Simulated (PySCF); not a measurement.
# Orbital energies and ionisation energy

Species: AsH6PSi.
Z-matrix (Å and degrees, PBE0-D3(BJ)/def2-SVP geometry), rows numbered from 1:
```
P 
Si  1  2.2666
As  2  2.3734  1  106.70
H   1  1.4294  2   94.17  3  -168.79
H   1  1.4295  2   93.50  3   -75.08
H   2  1.4959  1  113.66  3   124.92
H   2  1.4949  1  107.32  3  -115.02
H   3  1.5262  2   91.97  1   167.22
H   3  1.5267  2   91.81  1    75.14
```

Level: PBE0/def2-SVPD (PySCF). Frontier orbitals with their largest atomic shares (Löwdin; up to four atoms above 4 %):

```
orbital  ε (eV)                            main atoms
 HOMO−3   -9.27   Si2 30 %, H7 24 %, P1 19 %, As3 9 %
 HOMO−2   -8.82  As3 38 %, P1 18 %, Si2 16 %, H8 11 %
 HOMO−1   -7.64     P1 63 %, Si2 16 %, H5 6 %, H4 6 %
   HOMO   -7.55                                     ?
   LUMO   -0.30   As3 26 %, Si2 24 %, P1 18 %, H6 9 %
 LUMO+1   -0.07  As3 33 %, P1 24 %, Si2 12 %, H8 12 %
 LUMO+2    0.06   As3 32 %, Si2 25 %, H9 12 %, P1 9 %
```

Q: What vertical ionisation energy does ΔSCF give, and how far is −ε(HOMO) from it?

A: ΔSCF: 9.40 eV (907 kJ/mol; threshold wavelength 132 nm); ⟨S²⟩ of the doublet left behind is 0.759, against 0.75 for a pure doublet. −ε(HOMO) is 7.55 eV, 1.85 eV below it. In exact Kohn–Sham theory the two would be equal; PBE0 (global hybrid, 25 % exact exchange) falls short of its own ΔSCF value by 20 %.

Q: On which atoms does the HOMO lie?

A: As3 (arsenic bonded to Si and 2 H) 60 %, Si2 (SiH2 silicon) 16 %, H6 (Si–H hydrogen) 6 %, H9 (hydrogen on arsenic) 6 %, so more than half of it is on one atom. The HOMO−1 lies 0.09 eV lower.

Q: Shift the occupied levels rigidly so that −ε(HOMO) equals the ΔSCF value. What binding energies result?

A: The shift is +1.85 eV: HOMO 9.40, HOMO−1 9.49, HOMO−2 10.67, HOMO−3 11.12 eV. A rigid shift is only a rough guide to the deeper ionisations.

Q: What kinetic energy would electrons from this vertical process carry with Lyman-α light (10.199 eV)?

A: 10.20 − 9.40 = 0.80 eV.

Q: How many of the 10 lowest singlet excitations (vertical TDDFT, same level) lie below the ionisation energy?

A: All 10; they run from 6.17 to 7.31 eV.

Isolated species at its PBE0-D3(BJ)/def2-SVP geometry (one conformer only). The calculation is non-relativistic, for arsenic too.

These values come from a run that also computed excited states and ΔSCF ions. On one thread, Arm Neoverse V2, on a shared host, this took 38 s of wall time.
